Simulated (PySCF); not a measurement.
Al(OH)2(NH2), SMILES [NH2][Al]([OH])[OH], CAM-B3LYP/def2-SVP optimised geometry.

```
8

Al    -0.22    -0.39     0.00
O     -1.03    -1.88     0.00
H     -1.97    -2.06     0.00
O      1.48    -0.39     0.00
H      2.03    -1.17     0.00
N     -1.03     1.17     0.00
H     -0.53     2.06     0.00
H     -2.03     1.33     0.00
```

Density from CAM-B3LYP/def2-TZVP (PySCF) at that geometry.

Minimum of the electron density along straight lines between bonded atoms, close to the bond critical point (lines longer than 1.1 times the sum of covalent radii, or with two minima, are not listed):

| bond | length / Å | ρ at the minimum / e bohr⁻³ | ∇²ρ there / e bohr⁻⁵ | position (fraction from the first atom) |
|---|---|---|---|---|
| Al1–O2 | 1.695 | 0.109 | 0.79 | 0.43 |
| O2–H3 | 0.958 | 0.356 | -2.43 | 0.81 |
| Al1–O4 | 1.693 | 0.111 | 0.79 | 0.43 |
| O4–H5 | 0.959 | 0.355 | -2.41 | 0.81 |
| Al1–N6 | 1.761 | 0.106 | … | 0.42 |
| N6–H7 | 1.014 | 0.330 | -1.58 | 0.73 |
| N6–H8 | 1.013 | 0.331 | -1.59 | 0.73 |

Problem. Some entries are withheld; supply them.

Solution. 
- Al1–N6, ∇²ρ there / e bohr⁻⁵: 0.59
